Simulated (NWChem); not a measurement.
System: Si₂PH₆, doublet; SMILES [SiH3][P][SiH3]

Output (shortened):

```
             Northwest Computational Chemistry Package (NWChem) 7.3.0
             --------------------------------------------------------

 C2  symmetry detected

                             Geometry "geometry" -> ""
                             -------------------------

 Output coordinates in angstroms (scale by  1.889725989 to convert to a.u.)

  No.       Tag          Charge          X              Y              Z
 ---- ---------------- ---------- -------------- -------------- --------------
    1 Si                  14.0000     1.64927074    -0.00077964     0.43419874
    2 P                   15.0000     0.00000000     0.00000000    -1.12676776
    3 Si                  14.0000    -1.64927074     0.00077964     0.43419874
    4 H                    1.0000     2.95737787    -0.37140002    -0.20823626
    5 H                    1.0000     1.76988716     1.38325086     1.02124474
    6 H                    1.0000     1.36293409    -0.96419428     1.55896724
    7 H                    1.0000    -1.76988716    -1.38325086     1.02124474
    8 H                    1.0000    -2.95737787     0.37140002    -0.20823626
    9 H                    1.0000    -1.36293409     0.96419428     1.55896724

 Effective nuclear repulsion energy (a.u.)     188.0145059858

      Symmetry information
      --------------------

 Group name             C2
 Group number              4
 Group order               2
 No. of unique centers     5

                                 NWChem DFT Module
                                 -----------------

 Summary of "ao basis" -> "ao basis" (spherical)
 ------------------------------------------------------------------------------
       Tag                 Description            Shells   Functions and Types
 ---------------- ------------------------------  ------  ---------------------
 Si                         def2-svp                 8       18   4s3p1d
 P                          def2-svp                 8       18   4s3p1d
 H                          def2-svp                 3        5   2s1p

      Symmetry analysis of basis
      --------------------------

        a          43
        b          41

            General Information
            -------------------
          SCF calculation type: DFT
          Wavefunction type:  spin polarized.
          No. of atoms     :     9
          No. of electrons :    49
           Alpha electrons :    25
            Beta electrons :    24
          Charge           :     0
          Spin multiplicity:     2
          Use of symmetry is: on ; symmetry adaption is: on
          Maximum number of iterations: 150
          AO basis - number of functions:    84
                     number of shells:    42
          Convergence on energy requested:  1.00D-06
          Convergence on density requested:  1.00D-05
          Convergence on gradient requested:  5.00D-04

              XC Information
              --------------
                     Hartree-Fock (Exact) Exchange  1.000
                   CAM-Becke88 Exchange Functional  1.000
                      VWN V Correlation Functional  0.190 local
              Lee-Yang-Parr Correlation Functional  0.810

           Range-Separation Parameters
           ---------------------------
           Alpha           :  0.19
           Beta            :  0.46
           Gamma           :  0.33
           Short-Range HF  :     F

             Grid Information
             ----------------
          Grid used for XC integration:  medium
          Radial quadrature: Mura-Knowles
          Angular quadrature: Lebedev.
          Tag              B.-S. Rad. Rad. Pts. Rad. Cut. Ang. Pts.
          ---              ---------- --------- --------- ---------
          Si                  1.10       88          12.0       590
          P                   1.00       88          10.0       590
          H                   0.35       45          13.0       434
          Grid pruning is: on
          Number of quadrature shells:   311
          Spatial weights used:  Erf1

      Superposition of Atomic Density Guess
      -------------------------------------

 Sum of atomic energies:        -921.01042305

      Non-variational initial energy
      ------------------------------

 Total energy =    -921.715837
 1-e energy   =   -1650.063075
 2-e energy   =     540.332732
 HOMO         =      -0.195529
 LUMO         =       0.077192

   Symmetry analysis of molecular orbitals - initial alpha
   -------------------------------------------------------

  Numbering of irreducible representations:

     1 a           2 b

  Orbital symmetries:

     1 a           2 a           3 b           4 a           5 a
     6 b           7 b           8 a           9 b          10 a
    11 b          12 b          13 a          14 a          15 b
    16 a          17 b          18 a          19 a          20 b
    21 b          22 a          23 b          24 a          25 b
    26 a          27 a          28 b          29 a          30 a
    31 b          32 b          33 b          34 a          35 b

   Symmetry analysis of molecular orbitals - initial beta
   ------------------------------------------------------

  Numbering of irreducible representations:

     1 a           2 b

  Orbital symmetries:

     1 a           2 a           3 b           4 a           5 a
     6 b           7 b           8 a           9 b          10 a
    11 b          12 b          13 a          14 a          15 b
    16 a          17 b          18 a          19 a          20 b
    21 b          22 a          23 b          24 a          25 b
    26 a          27 a          28 b          29 a          30 a
    31 b          32 b          33 b          34 a          35 b

     ---------------------------------------------
      Total Density - Mulliken Population Analysis
     ---------------------------------------------

    Atom       Charge   Shell Charges
 -----------   ------   -------------------------------------------------------
    1 Si  14    13.72   2.00  1.99  1.01  0.29  5.94  1.11  1.26  0.12
    2 P   15    15.20   2.00  1.99  1.22  0.65  5.93  1.28  2.09  0.04
    3 Si  14    13.72   2.00  1.99  1.01  0.29  5.94  1.11  1.26  0.12
    4 H    1     1.07   0.69  0.37  0.01
    5 H    1     1.05   0.68  0.36  0.01
    6 H    1     1.06   0.69  0.37  0.01
    7 H    1     1.05   0.68  0.36  0.01
    8 H    1     1.07   0.69  0.37  0.01
    9 H    1     1.06   0.69  0.37  0.01

     --------------------------------------------
      Spin Density - Mulliken Population Analysis
     --------------------------------------------

    Atom       Charge   Shell Charges
 -----------   ------   -------------------------------------------------------
    1 Si  14     0.02   0.00  0.00  0.00  0.00  0.00  0.00  0.01  0.02
    2 P   15     0.83   0.00  0.00  0.00  0.00  0.01  0.27  0.56  0.00
    3 Si  14     0.02   0.00  0.00  0.00  0.00  0.00  0.00  0.01  0.02
    4 H    1     0.00   0.00  0.00  0.00
    5 H    1     0.04   0.02  0.01  0.00
    6 H    1     0.02   0.01  0.01  0.00
    7 H    1     0.04   0.02  0.01  0.00
    8 H    1     0.00   0.00  0.00  0.00
    9 H    1     0.02   0.01  0.01  0.00

   convergence    iter        energy       DeltaE   RMS-Dens  Diis-err
 ---------------- ----- ----------------- --------- --------- ---------
 d= 0,ls=0.0,diis     1   -923.5860015521 -1.11D+03  3.34D-03  6.13D-02
                                                     3.17D-03  5.87D-02
 d= 0,ls=0.0,diis     2   -923.6194470397 -3.34D-02  1.30D-03  4.42D-03
                                                     1.30D-03  4.13D-03
 d= 0,ls=0.0,diis     3   -923.6228922982 -3.45D-03  3.52D-04  8.79D-04
                                                     3.42D-04  8.11D-04
 d= 0,ls=0.0,diis     4   -923.6235601527 -6.68D-04  1.35D-04  1.90D-05
                                                     1.04D-04  1.46D-05
 d= 0,ls=0.0,diis     5   -923.6235967380 -3.66D-05  3.46D-05  2.18D-06
                                                     4.42D-05  5.04D-06
  Resetting Diis
 d= 0,ls=0.0,diis     6   -923.6236012531 -4.52D-06  1.75D-05  4.41D-07
                                                     1.11D-05  1.66D-07
 d= 0,ls=0.0,diis     7   -923.6236018462 -5.93D-07  3.22D-06  2.38D-08
                                                     3.74D-06  2.84D-08

         Total DFT energy =     -923.623601846208
      One electron energy =    -1651.870203521132
           Coulomb energy =      607.457990796360
    Exchange-Corr. energy =      -67.225895107281
 Nuclear repulsion energy =      188.014505985844

 Numeric. integr. density =       49.000026637787

                  Occupations of the irreducible representations
                  ----------------------------------------------

                     irrep           alpha         beta
                     --------     --------     --------
                     a                13.0         13.0
                     b                12.0         11.0

                    DFT Final Alpha Molecular Orbital Analysis
                    ------------------------------------------

 Vector   23  Occ=1.000000D+00  E=-3.653782D-01  Symmetry=b
              MO Center=  1.8D-14, -5.2D-15, -3.8D-01, r^2= 4.6D+00
   Bfn.  Coefficient  Atom+Function         Bfn.  Coefficient  Atom+Function
  ----- ------------  ---------------      ----- ------------  ---------------
    29      0.323490  2 P  px                26      0.319119  2 P  px
     8     -0.199223  1 Si px                44     -0.199223  3 Si px
    55     -0.188537  4 H  s                 75      0.188537  8 H  s
    11     -0.175836  1 Si px                47     -0.175836  3 Si px
    23     -0.174390  2 P  px                56     -0.119152  4 H  s

 Vector   24  Occ=1.000000D+00  E=-3.339900D-01  Symmetry=a
              MO Center=  1.3D-14, -1.5D-15, -7.1D-01, r^2= 3.5D+00
   Bfn.  Coefficient  Atom+Function         Bfn.  Coefficient  Atom+Function
  ----- ------------  ---------------      ----- ------------  ---------------
    31      0.434160  2 P  pz                28      0.353294  2 P  pz
    22     -0.249315  2 P  s                 21     -0.228657  2 P  s
    25     -0.196662  2 P  pz                20     -0.150202  2 P  s
    10     -0.139701  1 Si pz                46     -0.139701  3 Si pz
    65     -0.118077  6 H  s                 80     -0.118077  9 H  s

 Vector   25  Occ=1.000000D+00  E=-3.072867D-01  Symmetry=b
              MO Center= -3.2D-15,  3.1D-15, -7.6D-01, r^2= 2.9D+00
   Bfn.  Coefficient  Atom+Function         Bfn.  Coefficient  Atom+Function
  ----- ------------  ---------------      ----- ------------  ---------------
    30      0.613743  2 P  py                27      0.425665  2 P  py
    24     -0.234062  2 P  py                60     -0.119420  5 H  s
    70      0.119420  7 H  s                 61     -0.118660  5 H  s
    71      0.118660  7 H  s                 66      0.100682  6 H  s
    81     -0.100682  9 H  s                 65      0.086460  6 H  s

 Vector   26  Occ=0.000000D+00  E= 5.381731D-02  Symmetry=a
              MO Center= -1.2D-13, -8.2D-15,  1.3D-01, r^2= 6.3D+00
   Bfn.  Coefficient  Atom+Function         Bfn.  Coefficient  Atom+Function
  ----- ------------  ---------------      ----- ------------  ---------------
    22      1.046068  2 P  s                 13      0.806601  1 Si pz
    49      0.806601  3 Si pz                31      0.753692  2 P  pz
    11      0.431762  1 Si px                47     -0.431762  3 Si px
     4     -0.374476  1 Si s                 40     -0.374476  3 Si s
    21      0.314806  2 P  s                 66     -0.264105  6 H  s

 Vector   27  Occ=0.000000D+00  E= 6.367641D-02  Symmetry=a
              MO Center= -4.3D-13, -2.1D-13,  3.6D-01, r^2= 6.2D+00
   Bfn.  Coefficient  Atom+Function         Bfn.  Coefficient  Atom+Function
  ----- ------------  ---------------      ----- ------------  ---------------
    56      0.862017  4 H  s                 76      0.862017  8 H  s
    11     -0.704057  1 Si px                47      0.704057  3 Si px
    12      0.439051  1 Si py                48     -0.439051  3 Si py
    31     -0.385029  2 P  pz                13      0.380650  1 Si pz
    49      0.380650  3 Si pz                61     -0.359019  5 H  s

 Vector   28  Occ=0.000000D+00  E= 6.555820D-02  Symmetry=b
              MO Center=  2.0D-13,  2.6D-13, -3.9D-02, r^2= 5.4D+00
   Bfn.  Coefficient  Atom+Function         Bfn.  Coefficient  Atom+Function
  ----- ------------  ---------------      ----- ------------  ---------------
    29      0.831251  2 P  px                11      0.656813  1 Si px
    47      0.656813  3 Si px                 3     -0.502567  1 Si s
    39      0.502567  3 Si s                 66      0.408817  6 H  s
    81     -0.408817  9 H  s                  4     -0.375479  1 Si s
    40      0.375479  3 Si s                 26      0.222371  2 P  px

                     DFT Final Beta Molecular Orbital Analysis
                     -----------------------------------------

 Vector   22  Occ=1.000000D+00  E=-4.090948D-01  Symmetry=a
              MO Center=  2.2D-13,  9.7D-14,  8.9D-01, r^2= 5.2D+00
   Bfn.  Coefficient  Atom+Function         Bfn.  Coefficient  Atom+Function
  ----- ------------  ---------------      ----- ------------  ---------------
    60      0.259683  5 H  s                 70      0.259683  7 H  s
     9      0.219380  1 Si py                45     -0.219380  3 Si py
    65     -0.181141  6 H  s                 80     -0.181141  9 H  s
    12      0.162749  1 Si py                48     -0.162749  3 Si py
    61      0.146379  5 H  s                 71      0.146379  7 H  s

 Vector   23  Occ=1.000000D+00  E=-3.590159D-01  Symmetry=b
              MO Center=  1.9D-14, -1.7D-15, -3.8D-01, r^2= 4.4D+00
   Bfn.  Coefficient  Atom+Function         Bfn.  Coefficient  Atom+Function
  ----- ------------  ---------------      ----- ------------  ---------------
    26      0.317259  2 P  px                29      0.316011  2 P  px
     8     -0.200696  1 Si px                44     -0.200696  3 Si px
    55     -0.176944  4 H  s                 75      0.176944  8 H  s
    11     -0.173931  1 Si px                23     -0.173990  2 P  px
    47     -0.173931  3 Si px                56     -0.113796  4 H  s

 Vector   24  Occ=1.000000D+00  E=-3.230878D-01  Symmetry=a
              MO Center=  9.0D-15, -4.5D-16, -7.7D-01, r^2= 3.4D+00
   Bfn.  Coefficient  Atom+Function         Bfn.  Coefficient  Atom+Function
  ----- ------------  ---------------      ----- ------------  ---------------
    31      0.438323  2 P  pz                28      0.347756  2 P  pz
    22     -0.255557  2 P  s                 21     -0.250914  2 P  s
    25     -0.194962  2 P  pz                20     -0.163921  2 P  s
    10     -0.136743  1 Si pz                46     -0.136743  3 Si pz
    65     -0.112421  6 H  s                 80     -0.112421  9 H  s

 Vector   25  Occ=0.000000D+00  E=-8.838723D-02  Symmetry=b
              MO Center= -2.9D-14,  1.6D-15, -8.0D-01, r^2= 2.8D+00
   Bfn.  Coefficient  Atom+Function         Bfn.  Coefficient  Atom+Function
  ----- ------------  ---------------      ----- ------------  ---------------
    30      0.620383  2 P  py                27      0.354728  2 P  py
    24     -0.211876  2 P  py                61     -0.189224  5 H  s
    71      0.189224  7 H  s                 12      0.173343  1 Si py
    48      0.173343  3 Si py                66      0.163122  6 H  s
    81     -0.163122  9 H  s                 60     -0.097497  5 H  s

[...]
```

Level: CAM-B3LYP/def2-SVP, spin-unrestricted. The geometry was optimised at PBE-D3(BJ)/def2-SVP, spin-unrestricted. No stability test was run on the SCF state.

Reconstruct the input file.

This is not unique; one that fits is the input that was run:
```
start job
memory heap 200 mb stack 900 mb global 1100 mb
geometry units angstroms noautoz
  Si     1.649029     0.028248     0.429608
  P      0.000000    -0.000001    -1.131359
  Si    -1.649029    -0.028248     0.429607
  H      2.963457    -0.319293    -0.212826
  H      1.745268     1.414187     1.016653
  H      1.379692    -0.940056     1.554377
  H     -1.745267    -1.414187     1.016654
  H     -2.963456     0.319291    -0.212829
  H     -1.379694     0.940058     1.554375
end
basis spherical
  * library def2-svp
end
dft
  odft
  mult 2
  xc xcamb88 1.00 lyp 0.81 vwn_5 0.19 hfexch 1.00
  cam 0.33 cam_alpha 0.19 cam_beta 0.46
  iterations 150
  mulliken
end
task dft energy
```
